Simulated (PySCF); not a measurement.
**Computed properties of furan-2-ylsilane (C4H6OSi), SMILES [SiH3]c1ccco1**

furan-2-ylsilane (C₄H₆OSi), SMILES [SiH3]c1ccco1. Coordinates come from a ωB97X-D3(BJ)/def2-SVP optimisation. The values are those of a single conformer. All values are computed for the isolated molecule unless a solvent is named; none is compared with measurement here.

**Structure.** The optimised structure has Cs symmetry. All 30 harmonic modes at ωB97X-D3(BJ)/def2-SVP (PySCF) are real, so it is a minimum. With heavy atoms numbered as in [SiH3:1][c:2]1[cH:3][cH:4][cH:5][o:6]1, the shortest bond between them is C5–O6 at 1.350 Å and the longest Si1–C2 at 1.869 Å.

**Vibrations.** The strongest infrared lines (harmonic, unscaled, degenerate partners summed) lie at 931 cm⁻¹ (166 km/mol, H 58 %, C 21 %, O 19 %), 954 cm⁻¹ (156 km/mol, H 54 %, C 19 %, O 19 %), 2261 cm⁻¹ (122 km/mol, H 96 %). The softest mode is at 100 cm⁻¹ and the zero-point energy is 54.3 kcal/mol.

**Electronic structure.** M06-2X/def2-TZVP (PySCF) places the frontier levels at -7.85 and 0.58 eV, a gap of 8.43 eV, and gives a dipole moment of 0.93 D and a mean polarisability of 73.4 bohr³. PBE/def2-TZVP (PySCF) at the same geometry gives -5.77 and -1.24 eV, so its gap is 3.90 eV narrower. An orbital gap is neither the optical nor the fundamental gap.

**Excitations.** TDDFT-B3LYP/def2-SVPD (PySCF) has S1 at 5.78 eV (214 nm, f = 0.318, bright); the most intense of the 10 singlets computed lies at 5.78 eV (f = 0.32). T1 (TDA) is at 3.87 eV. TDDFT-PBE/def2-SVPD (PySCF) puts S1 at 5.65 eV. No vertical singlet excitation falls in the visible range (under 3.1 eV).

**NMR.** GIAO shifts at PBE0/pcSseg-1 (PySCF) (non-relativistic, atoms alike by connectivity averaged): ¹³C from 118.1 to 156.1 ppm against TMS; ¹H from 4.7 to 8.1 ppm against TMS; ²⁹Si at -81.4 ppm against TMS.
